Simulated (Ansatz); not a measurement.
Basis-set extrapolation for `O[Si]1([SiH3])CC1` (PBE0-D4/def2-TZVP geometry, frozen core, Ansatz 0.2.0). Multiplicity 1, RHF reference.

```json
{"": "HF", "def2-TZVPP": "-733.210032", "def2-QZVPP": "-733.235349"}
{"": "MP2 correlation", "def2-TZVPP": "-0.827331", "def2-QZVPP": "-0.886549"}
{"": "CCSD(T) correlation", "def2-TZVPP": "-0.915007", "def2-QZVPP": "not run"}
```

Energies in hartree. Use E(X) = E(∞) + A·exp(−7.88·√X) for Hartree–Fock and E(X) = E(∞) + B·X^(−2.97) for correlation, with X = 3 and 4, and add CCSD(T) minus MP2 of the smaller set to the MP2 limit.

Question: What is the CCSD(T) energy at the basis-set limit?

Answer: HF limit: -733.235349 + (-0.025317) × 0.13774 = -733.23884. MP2 limit: -0.886549 + (-0.059218) × 0.74074 = -0.93041. Higher-order term: -0.915007 − (-0.827331) = -0.08768. Total: -734.25693 hartree, 3.59 eV below CCSD(T)/def2-TZVPP.
